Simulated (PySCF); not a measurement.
C₂H₇ClSSi, SMILES C[Si](Cl)(S)C. Coordinates come from a PBE-D3(BJ)/def2-SVP optimisation. One conformer was computed; it need not be the lowest.

Level of theory: PBE-D3(BJ)/def2-SVP in PySCF.

Harmonic wavenumbers (cm⁻¹): 102, 143, 155, 167, 172, 201, 209, 219, 442, 527, 650, 672, 711, 720, 773, 812, 836, 1213, 1218, 1369, 1371, 1377, 1385, 2602, 2974, 2975, 3071, 3073, 3092, 3092. Rotational constants (GHz): 2.402, 1.805, 1.535; symmetry number 1.

Task: Work out the zero-point energy and the ideal-gas rigid-rotor harmonic-oscillator thermochemistry at 298.15 K and 1 atm.

Result: ZPE = ½ Σ hcν = ½ × 36325 cm⁻¹ = 217.27 kJ/mol. H − E(el) = 243.25 kJ/mol. Entropy in J/(mol K): translation 169.13, rotation 118.28, vibration 97.38, total 384.79. G − E(el) = 128.53 kJ/mol. Cp = 132.61 J/(mol K). Modes under 150 cm⁻¹ make the vibrational entropy uncertain.
